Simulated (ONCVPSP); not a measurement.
What one change does to a pseudopotential (Bi, ONCV)

Bi (Z = 83), optimised norm-conserving Vanderbilt (ONCV), made with ONCVPSP 4.0.1 (PBE, scalar-relativistic). Core [Xe] 4f14, reference 5d10 6s2 6p3. Waves: 6s: rc 2.00 bohr, ncon 4, nbas 8, qcut 3.4 1/bohr, 2 projectors, debl 2.4 Ha; 6p: rc 2.25 bohr, ncon 4, nbas 9, qcut 3.6 1/bohr, 2 projectors, debl 0.7 Ha; 5d: rc 1.60 bohr, ncon 5, nbas 9, qcut 10.1 1/bohr, 2 projectors, debl 1.9 Ha; f scattering state at 0.06 Ha: rc 2.10 bohr, ncon 4, nbas 8, qcut 4.7 1/bohr, 1 projector. Local part: polynomial inside 1.05 bohr (lpopt 5, dvloc0 0 Ha). Core correction: Teter function, fcfact 3, rcfact 1.65.

All-electron outer shells of the reference configuration (PBE, scalar-relativistic, ld1.x):

| shell | level (eV) | outermost node (bohr) | outermost maximum (bohr) |
| --- | --- | --- | --- |
| 4f | -152.59 | – | 0.34 |
| 5p | -95.86 | 0.48 | 0.86 |
| 5d | -27.08 | 0.51 | 1.03 |
| 6s | -14.48 | 0.98 | 1.88 |
| 6p | -4.57 | 1.14 | 2.44 |

Change: functional LDA (Perdew-Zunger).

Cutoffs: the cutoffs (Ha) at which the residual kinetic energy of the hardest occupied pseudo-wave falls to 1 and 0.1 mHa per electron; they do not see the model core or the augmentation charge, which bear on the density cutoff. Errors are all-electron minus pseudo energies relative to the spin-unpolarised reference configuration.

**Question.** How do hardness, ghosts and transferability respond?

**Answer.** The potential gets neither clearly harder nor softer (27 Ha and 38 Ha → 27 Ha and 39 Ha); both files keep a bound ghost (p, s); of the 4 tests that both files solve, the error grows in 0 and shrinks in 3 by more than 15 % and 0.3 meV (median size 21.6 → 16.3 meV).

| quantity | base | changed |
| --- | --- | --- |
| cutoff, loose | 27 Ha | 27 Ha |
| cutoff, tight | 38 Ha | 39 Ha |
| loose cutoff by channel | s 12 Ha, p 5.5 Ha, d 27 Ha | s 12 Ha, p 5.5 Ha, d 27 Ha |
| bound ghosts | s, p | s, p |
| GHOST(+) flags under 300 eV | s at 120.9 eV | s at 120.3 eV |
| error for 5d10 6s2 6p2, meV [ΔE 7.91 → 8.15 eV] | -5.7 | -4.8 |
| error for 5d10 6s2 6p1, meV [ΔE 23.16 → 23.72 eV] | -27 | -19 |
| error for 5d10 6s2 6p0, meV [ΔE 46.50 → 47.43 eV] | -88 | -50 |
| error for 5d10 6s1 6p3, meV [ΔE 18.73 → 19.05 eV] | -16 | -14 |
| s: phases at 2.03 bohr within 0.05 rad from the reference energy up to (Ha; the scan ends near 5) | 3.5 | 3.5 |
| p: phases at 2.28 bohr within 0.05 rad from the reference energy up to (Ha; the scan ends near 5) | 2.7 | 2.7 |
| d: phases at 1.62 bohr within 0.05 rad from the reference energy up to (Ha; the scan ends near 5) | to the end of the scan | to the end of the scan |
| f: phases at 2.13 bohr within 0.05 rad from the reference energy up to (Ha; the scan ends near 5) | 2.3 | 2.3 |
| rms error of d²Exc/dni dnj with the model core, mHa | 0.55 | 0.48 |

 A true bound ghost makes a file unfit for plane-wave use even where its test errors are small: the radial tests pick states by their node count and pass the ghost by.
